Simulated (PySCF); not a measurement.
## Excitation energy of Tc²⁺ by level of theory

Tc²⁺ [Kr] 4d5 (6S) → Tc²⁺ [Kr] 4d4 5s1 (6D), as a difference of total energies. Calculation: PySCF 2.14, in x2c-TZVPPall with one added diffuse shell each of s, p, d, f type (9s7p7d3f1g, 95 functions); the spin-free X2C one-electron Hamiltonian (Gaussian nucleus). Correlated levels: valence: [Kr] frozen; valence and next inner shell: [Ar] 3d10 frozen. The calculations carry no spin-orbit coupling.

| method | excitation energy (eV) |
| --- | --- |
| UHF | 5.745 |
| LDA | 5.476 |
| PBE | 5.569 |
| PBE0 | 5.781 |
| r2SCAN | 5.760 |
| CAM-B3LYP | 5.601 |
| revPBE | 5.644 |
| LC-wPBE | 5.974 |
| BP86 | 5.522 |
| MP2 (valence) | 5.932 |
| SCS-MP2 (valence) | 5.807 |
| MP2 (valence and next inner shell) | 5.820 |
| SCS-MP2 (valence and next inner shell) | 5.770 |

Question: How much does correlation contribute at MP2 (valence and next inner shell)?

Answer: 5.820 − (5.745) = 0.075 eV, measured against UHF.

A first-order spin-orbit estimate (lowest level to lowest level, LS coupling) adds -0.179 eV.
